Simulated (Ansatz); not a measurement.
`[CH3][GeH]([CH3])[PH2]`, charge 0, multiplicity 1.

Give a relaxed structure at PBE0-D4/def2-TZVP (Ansatz). (Estimate.)

Computed: 
Cartesian coordinates in Å:
```
C -0.6151 0.8524 -1.5617
Ge -0.4961 0.1845 0.2728
C 0.1443 -1.6638 0.2892
P 0.8895 1.6221 1.4712
H -0.9847 1.8784 -1.5730
H 0.3678 0.8310 -2.0358
H -1.2952 0.2295 -2.1457
H -1.8874 0.2568 0.9419
H -0.5358 -2.3048 -0.2758
H 1.1355 -1.7198 -0.1638
H 0.2076 -2.0369 1.3120
H 0.9914 0.7542 2.5920
H 2.0783 1.1165 0.8765
```
This is one stationary point; other conformers may exist.
